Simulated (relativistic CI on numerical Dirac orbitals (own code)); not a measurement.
## Radial parameters of C I

Computed by Dirac-Coulomb-Breit CI, separate exchange-only KLI orbitals for each configuration, model QED (radiative potential, 1s self-energy scaled to tabulated hydrogen-like ionisation energies), valence Slater integrals scaled by 0.85, P86 correlation energy added to each configuration (own radial code, finite nucleus).

Slater integrals F^k, G^k are unscaled and averaged over j, outside the closed core 1s2; ζ comes from projecting the Hamiltonian with its Breit term on Σ l·s of the shell.

- 2s²2p²: F^2(2p,2p) = 51395, ζ(2p) = 30.297 cm⁻¹; <r>(2p) = 1.766, <r^2>(2p) = 4.008 (bohr units).
- 2s2p³: F^2(2p,2p) = 51753, G^1(2s,2p) = 74336, ζ(2p) = 29.9 cm⁻¹; <r>(2s) = 1.566, <r^2>(2s) = 2.957, <r>(2p) = 1.756, <r^2>(2p) = 3.971 (bohr units).
- 2s²2p3s: ζ(2p) = 41.838, G^1(2p,3s) = 2548.6 cm⁻¹; <r>(2p) = 1.53, <r^2>(2p) = 2.959, <r>(3s) = 5.973, <r^2>(3s) = 40.94 (bohr units).

In this model ζ of a weakly bound d, f or g electron outside closed shells comes out too small, for d by up to a factor of two or three and at times with the wrong sign; that of an outer p electron is too small as well.

For a near-neutral ion this model can misplace configurations by up to about 10,000 cm⁻¹ (more where the count of f electrons changes) and terms by 10 to 25 % of their spread. Rates follow the energies as ν³ (E1, M1) or ν⁵ (E2), so they and the lifetimes can be off by large factors. The fine structure of a lone outer electron comes out too small, for d and f at times inverted, and misplaced configurations move strength between like terms. 36 of the 36 excited levels that our extract of the measured tables holds in this range could be paired (the sources list more); they are missed by 3159 cm⁻¹ on average and 4281 at most, and levels without a partner can miss by more.

Averages of the first 10 configurations, taken without configuration mixing, which lowers the lowest level and can move excited configurations by several eV; other configurations of the list can lie among them:

```json
{"Configuration": "2s²2p²", "Parity": "even", "States": "15", "Average energy above the lowest level (eV)": "1.0"}
{"Configuration": "2s2p³", "Parity": "odd", "States": "40", "Average energy above the lowest level (eV)": "9.9"}
{"Configuration": "2s²2p3s", "Parity": "odd", "States": "12", "Average energy above the lowest level (eV)": "8.0"}
{"Configuration": "2s²2p3p", "Parity": "even", "States": "36", "Average energy above the lowest level (eV)": "9.2"}
{"Configuration": "2s²2p3d", "Parity": "odd", "States": "60", "Average energy above the lowest level (eV)": "10.1"}
{"Configuration": "2s²2p4s", "Parity": "odd", "States": "12", "Average energy above the lowest level (eV)": "10.2"}
{"Configuration": "2p⁴", "Parity": "even", "States": "15", "Average energy above the lowest level (eV)": "21.4"}
{"Configuration": "2s²2p4p", "Parity": "even", "States": "36", "Average energy above the lowest level (eV)": "10.6"}
{"Configuration": "2s²2p4d", "Parity": "odd", "States": "60", "Average energy above the lowest level (eV)": "10.9"}
{"Configuration": "2s²2p4f", "Parity": "even", "States": "84", "Average energy above the lowest level (eV)": "11.1"}
```
